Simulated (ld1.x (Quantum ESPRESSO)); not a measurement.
# praseodymium (Pr): one change to a TM potential, before and after

* Element: praseodymium (Pr)
* Generator: ld1.x (Quantum ESPRESSO) 7.5
* Type: norm-conserving Troullier–Martins (Kleinman–Bylander form)
* Functional: PBEsol
* Relativity: scalar-relativistic
* Frozen core: [Xe]
* Valence charge: 5
* Reference configuration: 4f3 5d0 6s1 6p0 (charge +1)
* Partial waves: 6p (bound, empty): rc 2.20 bohr; 5d (bound, empty): rc 0.80 bohr; 4f (bound): rc 1.00 bohr; 6s (bound): rc 3.50 bohr
* Local potential: the s channel
* Core correction: none

All-electron outer shells of the reference configuration (PBEsol, scalar-relativistic, ld1.x):

| shell | level (eV) | outermost node (bohr) | outermost maximum (bohr) |
| --- | --- | --- | --- |
| 5s | -44.93 | 0.74 | 1.35 |
| 5p | -27.34 | 0.79 | 1.53 |
| 6s | -8.08 | 1.80 | 3.61 |
| 5d | -7.36 | 0.91 | 2.19 |
| 4f | -7.08 | – | 0.69 |
| 6p | -5.17 | 2.14 | 4.53 |

Change: all radii scaled by about 0.82 (s 2.88, p 1.82, d 0.66, f 0.82 bohr).

Cutoffs: the cutoffs (Ry, on a coarse ladder) from which the occupation-weighted sum of valence levels, in a spherical-Bessel basis at the reference potential, stays within 10 and 1 mRy of its value at 400 Ry; they do not see the model core or the augmentation charge, which bear on the density cutoff. Errors are all-electron minus pseudo energies relative to the spin-unpolarised reference configuration.

**Question.** Predict the effect on cutoff, ghosts and configuration errors.

**Answer.** Both files keep a bound ghost (p); the number of tests that count goes from 6 to 4; of the 4 tests that both files solve, the error grows in 2 and shrinks in 0 by more than 15 % and 0.3 meV (median size 820.7 → 930.6 meV).

```csv
quantity,base,changed
"cutoff, loose",300 Ry,over 300 Ry
"cutoff, tight",over 300 Ry,over 300 Ry
loose cutoff by channel (10 mRy a level),"f 260 Ry, s 6 Ry","f over 300 Ry, s 8 Ry"
bound ghosts,p,p
"tests counted (converged, no solver errors)",6 of 7,4 of 7
"error for 4f3 5d0 6s2 6p0, meV [ΔE -5.74 eV]",+0.5,+2.9
"error for 4f3 5d0 6s0 6p0, meV [ΔE 10.53 eV]",+195,+191
"error for 4f2 5d0 6s0 6p0, meV [ΔE 32.15 eV]",-1446,-1670
"error for 4f1 5d0 6s0 6p0, meV [ΔE 71.22 eV]",-6118,-6674
```

Base: Tests not counted: 4f3 5d1 6s1 6p0 (pseudo-atom not self-consistent, printed error -139 eV). These tests converged, but a pseudo level misses the all-electron one widely, so the file describes the atom poorly there or has found another state: 4f2 5d0 6s0 6p0: 4f by 3.4 eV (a node warning on the way); 4f1 5d0 6s0 6p0: 4f by 5.7 eV. ld1.x printed “convergence not achieved” for 1 of the counted tests; its residual had stalled under 1e-8, short of the target of 1e-14. The 5d radius (0.80 bohr) lies inside the outermost node of the all-electron wave (0.91 bohr), which a nodeless pseudo-wave cannot match soundly. Changed file: Tests not counted: 4f3 5d0 6s0 6p1 (solver errors, printed error -105 eV); 4f3 5d1 6s1 6p0 (pseudo-atom not self-consistent, printed error -138 eV); 4f3 5d0 6s1 6p1 (pseudo-atom not self-consistent, printed error -116 eV). These tests converged, but a pseudo level misses the all-electron one widely, so the file describes the atom poorly there or has found another state: 4f2 5d0 6s0 6p0: 4f by 3.7 eV (a node warning on the way); 4f1 5d0 6s0 6p0: 4f by 6.0 eV. ld1.x printed “convergence not achieved” for 1 of the counted tests; its residual had stalled under 1e-8, short of the target of 1e-14. The 6p radius (1.82 bohr) lies inside the outermost node of the all-electron wave (2.14 bohr), which a nodeless pseudo-wave cannot match soundly. The 5d radius (0.66 bohr) lies inside the outermost node of the all-electron wave (0.91 bohr), which a nodeless pseudo-wave cannot match soundly. A true bound ghost makes a file unfit for plane-wave use even where its test errors are small: the radial tests pick states by their node count and pass the ghost by. Where a test does run into it, the solver fails or the error is huge.
